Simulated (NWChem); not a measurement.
# C2H4GeN2; SMILES [CH]1=NC=[N][GeH2]1

```xyz
9

C      1.2973     0.6528     0.0000
N      0.6380     1.7457     0.0000
C     -0.7926     1.5291     0.0000
N     -1.3573     0.3918     0.0000
Ge     0.0299    -0.8671     0.0000
H      2.3949     0.6872     0.0000
H     -1.3737     2.4642     0.0000
H      0.0151    -1.7290     1.2685
H      0.0151    -1.7290    -1.2685
```
Atoms are numbered in this order, from 1.

All runs: NWChem. Medium grid unless said otherwise, to which SCAN and Minnesota functionals are sensitive. Geometry: optimised at PBE0/def2-SVP. Hybrids' shares of exact exchange are those that their runs print; pure functionals count as 0. The functionals differ in more than this share.

```csv
row,share of exact exchange,orbital gap (eV)
PBE/def2-SVP,0.00,2.75
"LDA (Slater exchange, PW92)/def2-SVP",0.00,2.67
B3LYP/def2-SVP,0.20,4.76
B97-2/def2-SVP,0.21,4.88
r2SCAN0/def2-SVP,0.25,5.46
MN15/def2-SVP,0.44,6.71
M05-2X/def2-SVP,0.56,withheld
```

Question: Fit a straight line of the last column on the one before it, predict the withheld value, and compare with the run.

Answer: 
1. Means of the 6 shown rows: x = 0.183, y = 4.538. Slope Σ(x − x̄)(y − ȳ)/Σ(x − x̄)² = 1.302/0.1385 = 9.399; intercept 2.815.
2. The shown rows scatter about the line by 0.175 (root mean square); the largest residual is +0.30, at r2SCAN0/def2-SVP.
3. At x = 0.56 (M05-2X/def2-SVP; beyond the shown range) the line gives 8.08.
4. The run gives 7.69, -0.39 from the line, 2.2 times the scatter.
